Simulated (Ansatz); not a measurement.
```yaml
crystal:
  periodic: [false, false, false]
  atoms:
    - {symbol: Ti, position_ang: [2.423678, -1.757488, -1.148999]}
    - {symbol: Ti, position_ang: [0.655286, -0.079260, -0.561072]}
    - {symbol: N, position_ang: [0.662745, -1.699474, -1.262461]}
    - {symbol: N, position_ang: [2.417491, -0.129777, -0.465168]}
basis:
  gaussian: {orbitals: pcseg-2, point_charges: [{charge: 1.00, position_ang: [7.014, 0.883, 0.978]}]}
total_charge: 1
magnetization: {spin_polarized: true, initial_magnetization: 1}
hamiltonian: {xc: {name: wB97X-V}}
scf: {omitted_lower_state_checks: [starts]}
output: {forces: true}
```

```sh
$ ansatz run in.yaml --threads 4 --pin off --events-out ev --progress --plain --max-ram 3916MiB
```

Shortened log:

```
Functional definition: wB97X-V
1276 factors; their error is unknown
200 factors; integrals over basis functions are off by at most 2.2e-5 eV
mean field evaluation 1: about -49153.3047 eV, gradient 1.0e2 eV
mean field evaluation 2: about -48894.5763 eV, gradient 2.8e2 eV
mean field evaluation 4: about -49165.1933 eV, gradient 9.6e1 eV
mean field evaluation 8: about -49195.2151 eV, gradient 8.8e-1 eV
mean field evaluation 16: about -49195.3467 eV, gradient 2.5e-1 eV
mean field -49195.44262990 eV, -1807.8991707801 hartree, gradient 1.4e-5 eV, S^2 0.760255; 0 other end points of the search recorded, 0 dependent functions left out
reference -49195.44262928 eV, -1807.8991707572 hartree; 29, 28 occupied and 143, 144 virtual orbitals, 1276 factors
Total energy: -49195.44262928 eV, -1807.8991707572 hartree
Atom 0 at     2.423678    -1.757488    -1.148999 Å, force     1.377389    -2.037306    -0.843158 eV/Å
Atom 1 at     0.655286    -0.079260    -0.561072 Å, force     0.714612    -1.270692    -0.569576 eV/Å
Atom 2 at     0.662745    -1.699474    -1.262461 Å, force    -0.694563     2.162432     0.921398 eV/Å
Atom 3 at     2.417491    -0.129777    -0.465168 Å, force    -1.577336     1.007535     0.399683 eV/Å
Dipole moment:    -0.367578     0.061667    -0.009603 e Å
Checks for a lower state left out: starts
```

It took 44 s on 4 threads of Arm Neoverse V2 on a shared host, peak host memory 1.1 GiB.

The dipole of an ion depends on the origin.
